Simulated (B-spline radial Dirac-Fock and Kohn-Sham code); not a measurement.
Co 3s: cross section and angular parameters

System: the Co atom, [Ar] 3d7 4s2; threshold 101.0 eV (tabulated edge). Level of theory: Dirac-Hartree-Slater photoionisation with a Latter tail; cross sections with all multipoles, angular parameters from the dipole term and its interference with E2; a radial finite-basis atomic code.

The run's input, task.json:

```json
{"items": [{
  "Z": 27,
  "q": 0,
  "cfg": [[1, 0, 2], [2, 0, 2], [2, 1, 6], [3, 0, 2], [3, 1, 6], [3, 2, 7], [4, 0, 2]],
  "A": 59,
  "rrms": 3.7875,
  "do": "xps",
  "hv": [114.0, 177.0, 197.0, 200, 213.0, 289.0, 327.0, 383.0, 745.0, 800, 832.0, 877.0, 1120.0, 1180.0, 1253.6, 1460.0, 1480.0, 2320.0, 2470.0, 2890.0, 2910.0, 2984.4, 4000, 5100.0, 5350.0, 5414.7, 6000, 8047.8, 12600.0],
  "edges": {"K": 7709.0, "L1": 925.1, "L2": 793.2, "L3": 778.1, "M1": 101.0}
}]}
```

Launch: `python xray2_run.py task.json out`

For linearly polarised light dσ/dΩ = σ/(4π) [1 + β P₂(cos θ) + (δ + γ cos²θ) sin θ cos φ], with θ from the polarisation vector and φ the angle between the beam and the projection of the electron momentum on the plane normal to the polarisation.

```csv
hν (eV),σ (kb),β,γ
114,284,1.996,0.051
177,?,?,?
197,221,1.998,0.263
200,218,1.998,0.263
213,206,1.999,0.260
289,150,1.999,0.212
327,129,1.999,0.181
383,105,1.999,0.137
745,38.5,1.999,-0.032
800,34.2,1.999,-0.043
832,32.0,1.999,-0.048
877,29.2,1.999,-0.053
1120,18.9,1.999,-0.058
1180,17.2,1.999,-0.054
1253.6,15.3,1.999,-0.048
1460,11.5,1.999,-0.023
1480,11.2,1.999,-0.020
2320,4.58,1.999,0.146
2470,4.03,1.999,0.179
2890,2.90,1.999,0.273
2910,2.86,1.999,0.278
2984.4,2.71,1.999,0.294
4000,1.44,1.999,0.520
5100,0.833,1.999,0.746
5350,0.747,1.999,0.795
5414.7,0.726,1.999,0.807
6000,0.572,1.999,0.917
8047.8,0.284,1.999,1.266
12600,0.0926,1.999,1.902
```

Question: Give the values at 177 eV.

Answer: σ = 241 kb, β = 1.998, γ = 0.257. For an s subshell δ is negligible.

Values without a named source are computed, but for edge energies of neutral atoms, which are taken from tables.
